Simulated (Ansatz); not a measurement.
Computed with Ansatz on PBE0-D4/def2-TZVP structures; ΔE is electronic, products minus reactants. CCSD(T)/CBS adds triple-zeta CCSD(T) − MP2 to the extrapolated MP2 energy (def2 sets, frozen cores). This one scheme is used for every species. DFT in def2-TZVPP. B3LYP here is the variant with VWN-RPA as its local correlation; programs differ in this. One conformer a species, not always the lowest.

`FC[NH][AlH][SH]` + SiH₄ → `[SiH3]C[NH][AlH][SH]` + H–F  (formal exchange of groups at a C–F bond)

`FC[NH][AlH][SH]`:

```xyz
10

F    -2.052   -1.164   -0.935
C    -0.900   -0.492   -1.359
N    -0.433    0.416   -0.391
Al    0.797    0.060    0.844
S     1.149    1.589    2.360
H    -1.175    0.002   -2.296
H    -0.151   -1.265   -1.554
H    -0.977    1.266   -0.363
H     1.608   -1.288    0.765
H     2.135    0.875    2.929
```

SiH₄:

Z-matrix (Å, degrees):
```
Si
H 1 1.485
H 1 1.485 2 109.5
H 1 1.485 2 109.5 3 -120.0
H 1 1.485 2 109.5 3 120.0
```

`[SiH3]C[NH][AlH][SH]`:

Z-matrix (Å, degrees):
```
Si
C 1 1.889
H 1 1.489 2 108.8
H 1 1.490 2 112.0 3 120.3
H 1 1.487 2 109.3 3 -118.4
N 2 1.454 1 111.1 3 55.8
H 2 1.095 1 108.4 3 176.4
H 2 1.098 1 110.5 3 -68.8
Al 6 1.769 2 131.1 1 110.8
H 6 1.011 2 111.6 1 -65.3
S 9 2.187 6 120.7 2 1.6
H 9 1.575 6 119.3 2 -178.5
H 11 1.344 9 94.3 6 -1.8
```

H–F:

```xyz
2

F    -0.350   -0.226   -0.194
H     0.350    0.226    0.194
```

| level | ΔE (kJ/mol) | difference from CCSD(T)/CBS |
| --- | --- | --- |
| PBE-D4 | -26.1 | 9.6 |
| r2SCAN-D4 | -20.6 | 15.1 |
| PBE0-D4 | -28.2 | 7.5 |
| B3LYP-D4 | -21.9 | 13.8 |
| ωB97X-V | -17.4 | 18.3 |
| ωB97M-V | -23.2 | 12.5 |
| B2PLYP | -18.9 | 16.8 |
| PBE | -18.4 | 17.3 |
| r2SCAN | -18.2 | 17.5 |
| PBE0 | -21.2 | 14.5 |
| B3LYP | -9.6 | 26.1 |
| HF/def2-TZVPP | 1.1 | 36.8 |
| MP2/def2-TZVPP | -38.6 | -2.9 |
| SCS-MP2/def2-TZVPP | -28.1 | 7.6 |
| CCSD/def2-TZVPP | -25.9 | 9.8 |
| CCSD(T)/def2-TZVPP | -28.7 | 7.0 |
| HF/def2-QZVPP | 0.4 | 36.1 |
| MP2/def2-QZVPP | -42.8 | -7.1 |
| SCS-MP2/def2-QZVPP | -32.4 | 3.3 |
| HF/CBS(def2) | 0.3 | 36.0 |
| MP2/CBS(def2) | -45.5 | -9.8 |
| CCSD/CBS(def2) | -32.8 | 2.9 |
| CCSD(T)/CBS | -35.7 | 0 |

Largest T1 diagnostic among the species: 0.012.

In def2-TZVPP, CCSD(T) changes the Hartree–Fock value by −29.8 kJ/mol (the triples alone add −2.9 kJ/mol) and MP2 by −39.7 kJ/mol. The D4 term adds −12.3 kJ/mol with B3LYP and −7.1 kJ/mol with PBE0; it sums over pairs of atoms, weighted by their polarisabilities, and B3LYP, whose exchange is more repulsive, gets the larger term.
